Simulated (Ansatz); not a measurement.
System: dichloro(ethynyl)borane, C₂HBCl₂, net charge 0, singlet state. 
Structure (B3LYP-D3(BJ)/def2-TZVP (Ansatz, a program for electronic structure) minimum search):
SMILES: ClB(Cl)C#C
```xyz
6

C      2.6767    -0.4806    -0.2009
C      1.4936    -0.2681    -0.1121
B      0.0176    -0.0032    -0.0013
Cl    -0.6291     1.5711    -0.4144
Cl    -1.0668    -1.2666     0.5418
H      3.7210    -0.6680    -0.2793
```

Property: atomisation energy (electronic, to ground-state atoms), in kcal/mol. Cores are frozen in the correlated levels unless marked. UHF or UKS for open shells. No spin-orbit coupling. No relativistic terms. The coupled-cluster limit lacks core correlation, which all-electron functionals hold. Basis-set limits of correlation are two-point, X^-3; Hartree-Fock from the larger set (for Q and 5 zeta extrapolated as (X+1)exp(-9√X)).

```json
[
 {"level": "BLYP-D4/def2-TZVPD", "program": "Ansatz + dftd4", "atomisation energy (kcal/mol)": "615.4"},
 {"level": "revPBE/def2-TZVPD", "program": "Ansatz", "atomisation energy (kcal/mol)": "611.3"},
 {"level": "r2SCAN-D3(BJ)/def2-TZVPD", "program": "Ansatz + dftd3", "atomisation energy (kcal/mol)": "622.9"},
 {"level": "PBE0/6-31G*", "program": "Ansatz", "atomisation energy (kcal/mol)": "[?]"},
 {"level": "PBE0/def2-TZVP", "program": "Ansatz", "atomisation energy (kcal/mol)": "[?]"},
 {"level": "r2SCANh/def2-TZVPD", "program": "Ansatz", "atomisation energy (kcal/mol)": "616.0"},
 {"level": "HSE06/def2-TZVPD", "program": "Ansatz", "atomisation energy (kcal/mol)": "622.7"},
 {"level": "SCS-MP2/6-31G*", "program": "Ansatz", "atomisation energy (kcal/mol)": "581.4"},
 {"level": "CCSD/cc-pV(Q+d)Z", "program": "Ansatz", "atomisation energy (kcal/mol)": "[?]"},
 {"level": "CCSD(T)/CBS(cc-pV(Q+d)Z,cc-pV(5+d)Z)", "program": "Ansatz", "atomisation energy (kcal/mol)": "611.9"}
]
```

Problem. Complete the blanks.

Solution. 
- PBE0/6-31G*, atomisation energy (kcal/mol): 619.2
- PBE0/def2-TZVP, atomisation energy (kcal/mol): 622.0
- CCSD/cc-pV(Q+d)Z, atomisation energy (kcal/mol): 588.6
